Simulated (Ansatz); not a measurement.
Reaction (ligand exchange at the Si–O bond): `O[Si](Cl)(Cl)O[SiH3]` + `CNB[SiH3]` → `CN([SiH3])B[SiH3]` + `O[Si](O)(Cl)Cl`

Computed with Ansatz on PBE0-D4/def2-TZVP structures; ΔE is electronic, products minus reactants. CBS: MP2 limit from def2 TZ/QZ plus the TZ coupled-cluster correction, frozen cores. Functionals use def2-TZVPP. B3LYP here is the variant with VWN-RPA as its local correlation; programs differ in this. Each species was taken in one conformer, which may not be the lowest.

Q: Is it downhill or uphill in electronic energy at CCSD(T)/CBS, and by how much? (Estimate.)

A: Computed: Uphill: ΔE = +0.80 eV.

Q: What do these levels give: PBE-D4, r2SCAN-D4, B3LYP, MP2/def2-TZVPP, HF/CBS(def2), CCSD/CBS(def2)? (Estimate.)

A: The calculation gave: PBE-D4 0.73, r2SCAN-D4 0.82, B3LYP 0.91, MP2/def2-TZVPP 0.78, HF/CBS(def2) 1.06, CCSD/CBS(def2) 0.84 eV.

Largest T1 diagnostic among the species: 0.014.

In def2-TZVPP, CCSD(T) changes the Hartree–Fock value by −0.25 eV (the triples alone add −0.04 eV) and MP2 by −0.26 eV. The D4 term adds −0.06 eV with B3LYP and −0.03 eV with PBE0; it sums over pairs of atoms, weighted by their polarisabilities, and B3LYP, whose exchange is more repulsive, gets the larger term.
